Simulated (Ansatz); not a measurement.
`C[O][Zn][CH3]` + silanol → `C[O][Zn][OH]` + `C[SiH3]`  (redistribution)

Calculated with Ansatz (gas phase, PBE0-D4/def2-TZVP geometries, no zero-point term in ΔE). CCSD(T)/CBS adds triple-zeta CCSD(T) − MP2 to the extrapolated MP2 energy (def2 sets, frozen cores). This one scheme is used for every species. Functionals use def2-TZVPP. For Zn outer-core shells are correlated without core-valence functions, which leaves a few kJ/mol of doubt a bond. Scalar relativity is left out up to krypton. Each species was taken in one conformer, which may not be the lowest.

Task: Is it downhill or uphill in electronic energy at CCSD(T)/CBS, and by how much? (Estimate.)

Result: Computed: Uphill: ΔE = +10.3 kcal/mol.

Task: What do these levels give: LDA (SPW92), CAM-B3LYP-D4, BLYP, r2SCANh, CCSD(T)/def2-TZVPP, MP2/CBS(def2)? (Best estimate.)

Result: The calculation gave: LDA (SPW92) 11.1, CAM-B3LYP-D4 11.5, BLYP 10.8, r2SCANh 11.0, CCSD(T)/def2-TZVPP 10.7, MP2/CBS(def2) 11.1 kcal/mol.

Largest T1 diagnostic among the species: 0.017.

From BLYP to BHLYP (50 % exact exchange), in def2-TZVPP and without D4, ΔE moves by +1.3 kcal/mol. Leaving LDA and LC-ωPBE aside and taking each functional with its dispersion term where it has one, the values, not all of them listed here, spread over 2.7 kcal/mol, from revPBE-D4 to BHLYP-D4. LDA lies +1.1 kcal/mol from PBE without D4.
